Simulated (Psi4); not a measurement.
**How methods differ on GeSiH3OF (SMILES [F][Ge][O][SiH3])**

GeSiH3OF has 7 atoms, charge 0, and is taken as a singlet. As SMILES, `[F][Ge][O][SiH3]`. The shape was relaxed beforehand at PBE0/def2-TZVP. This is one conformer, not always the lowest.

| atom | x (Å) | y (Å) | z (Å) |
| --- | --- | --- | --- |
| F | 0.8925 | -1.3428 | 1.8085 |
| Ge | -0.3036 | -1.9886 | 0.6844 |
| O | -0.6069 | -0.4986 | -0.2171 |
| Si | -0.0647 | 1.0636 | -0.1808 |
| H | -0.7656 | 1.8061 | -1.2578 |
| H | -0.3714 | 1.6915 | 1.1294 |
| H | 1.3996 | 1.1131 | -0.4223 |

Each level gives the dipole moment (D). The values are calculated.

| level | kind | program | value (D) | CPU time |
| --- | --- | --- | --- | --- |
| PBE-D4/def2-TZVPP (density fitting) | GGA | Psi4 | 1.37 | 86 s |
| r2SCAN-D4/def2-TZVPP (density fitting) | meta-GGA | Psi4 | 1.37 | 4.2 min |
| B3LYP-D4/def2-TZVPP (density fitting) | global hybrid | Psi4 | 1.54 | 79 s |
| PBE0-D4/def2-TZVPP (density fitting) | global hybrid | Psi4 | 1.47 | 86 s |
| wB97M-V/def2-TZVPP (density fitting) | range-separated hybrid | Psi4 | 1.58 | 4.8 min |

All-electron rows without a relativistic Hamiltonian named are non-relativistic. The values span 1.37 to 1.58 D. Magnitudes only. Times are those of the runs behind each value, whatever else they computed, on shared processors of several kinds: orders of magnitude only.
